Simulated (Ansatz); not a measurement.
`OB(F)Br` + HBr → `OB(Br)Br` + H–F at 400 K and 1 bar (ligand exchange at a B–F bond).

Calculated with Ansatz (gas phase, PBE0-D4/def2-TZVP geometries, no zero-point term in ΔE). CCSD(T)/CBS adds triple-zeta CCSD(T) − MP2 to the extrapolated MP2 energy (def2 sets, frozen cores). This one scheme is used for every species. For Br outer-core shells are correlated without core-valence functions, which leaves a few kJ/mol of doubt a bond. Scalar relativity is left out up to krypton. One conformer a species, not always the lowest.

| species | CCSD(T)/CBS energy (Eh) | H − E (kJ/mol) | S (J/(mol·K)) |
| --- | --- | --- | --- |
| `OB(F)Br` | -2773.83630 | 80.2 | 315.8 |
| HBr | -2573.91920 | 27.6 | 207.2 |
| `OB(Br)Br` | -5247.33602 | 76.2 | 340.5 |
| H–F | -100.39570 | 36.5 | 182.2 |

H − E and S are ideal-gas, rigid-rotor, harmonic terms from PBE0-D4/def2-TZVP, for one conformer and one mirror image of each species. 1 Eh = 2625.50 kJ/mol, R = 8.31446 J/(mol·K).

Problem. By hand: ΔE, ΔH, ΔS and ΔG.

Solution. ΔE = (-5247.33602) + (-100.39570) − (-2773.83630) − (-2573.91920) = 0.02378 Eh = 62.4 kJ/mol. Δ(H − E) = 76.2 + 36.5 − 80.2 − 27.6 = 4.9, so ΔH = 67.3 kJ/mol. ΔS = 340.5 + 182.2 − 315.8 − 207.2 = -0.3 J/(mol·K). ΔG = 67.3 − 400 × (-0.3)/1000 = 67.4 kJ/mol.

Problem. By hand: the equilibrium constant, and the temperature at which ΔG would vanish if ΔH and ΔS stayed fixed.

Solution. log₁₀ K = −ΔG/(RT ln 10) = -8.8. ΔH and −TΔS have one sign here, so there is no such temperature.

The number of gas molecules stays the same, so ΔS is small and ΔH decides. A doubt of 5 kJ/mol in ΔE shifts log₁₀ K by 0.7 here. Other conformers and mirror images would add mixing entropy, several J/(mol·K) or more a flexible species. These are equilibria of isolated gas molecules and say nothing of rates. Largest T1 diagnostic: 0.010 (customary marks: 0.02 for closed shells, 0.045 for open ones).

ΔS is within the doubt of such terms, so its sign, and with it that verdict, could turn.
